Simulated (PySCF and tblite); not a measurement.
4 diastereomers of C2H16N2O2Si4, numbered alike:

```tsv
isomer	SMILES	descriptors (one enantiomer)
A	[CH3:1][Si@H:2]([OH:3])[NH:4][Si@@H:5]([CH3:6])[NH:7][Si@H:8]([OH:9])[SiH3:10]	2S, 5R, 8R
B	[CH3:1][Si@@H:2]([OH:3])[NH:4][Si@@H:5]([CH3:6])[NH:7][Si@H:8]([OH:9])[SiH3:10]	2R, 5R, 8R
C	[CH3:1][Si@H:2]([OH:3])[NH:4][Si@H:5]([CH3:6])[NH:7][Si@H:8]([OH:9])[SiH3:10]	2S, 5S, 8R
D	[CH3:1][Si@@H:2]([OH:3])[NH:4][Si@H:5]([CH3:6])[NH:7][Si@H:8]([OH:9])[SiH3:10]	2R, 5S, 8R
```

Protocol: conformer search, at most 6 conformers an isomer, GFN2-xTB geometries, energies PBE0/6-31G* (D3(BJ) added where defined), GIAO shieldings PBE0/6-31G*, weights at 298.15 K with GFN2-xTB thermal terms. Programs: PySCF with density fitting and tblite.

**Question.** What shifts does each isomer give (ppm)?

**Answer.** 
A: ¹H (against TMS): 0.14 (H1, 3H), 0.11 (H6, 3H). ¹³C (against TMS): 5.3 (C1), 3.3 (C6). ²⁹Si (against TMS): 6.4 (Si8), -2.4 (Si2), -11.6 (Si5), -81.4 (Si10). ¹⁵N (against NH3): 41.9 (N7), 37.8 (N4).

B: ¹H (against TMS): 0.31 (H6, 3H), 0.00 (H1, 3H). ¹³C (against TMS): 5.3 (C6), 2.6 (C1). ²⁹Si (against TMS): 5.6 (Si8), -6.9 (Si2), -7.8 (Si5), -84.1 (Si10). ¹⁵N (against NH3): 47.1 (N4), 41.7 (N7).

C: ¹H (against TMS): 0.30 (H1, 3H), 0.08 (H6, 3H). ¹³C (against TMS): 2.8 (C1), 2.5 (C6). ²⁹Si (against TMS): 13.8 (Si8), -0.2 (Si2), -13.9 (Si5), -91.0 (Si10). ¹⁵N (against NH3): 38.8 (N4), 33.3 (N7).

D: ¹H (against TMS): 0.12 (H6, 3H), 0.12 (H1, 3H). ¹³C (against TMS): 5.2 (C1), 4.8 (C6). ²⁹Si (against TMS): 3.7 (Si8), 2.7 (Si2), -7.3 (Si5), -89.7 (Si10). ¹⁵N (against NH3): 48.3 (N7), 31.5 (N4). H not on carbon is left out.

The conformer set may be incomplete (the search or the number kept was capped). H on N, O and S are left out: they exchange, and hydrogen bonds move them by several ppm. Unscaled ²⁹Si and ¹⁵N shifts at such levels can be off by tens of ppm; differences between conformers or isomers are more reliable. Shifts are unscaled: against experiment ¹³C can be off by 15 ppm or more and ¹H by 0.8 ppm. At least one structure keeps an imaginary mode at the tight-binding level. The search found a single conformer for at least one isomer; other rotamers may be missing.


¹⁵N shifts are against a computed isolated NH3 molecule, about 20 ppm from the liquid.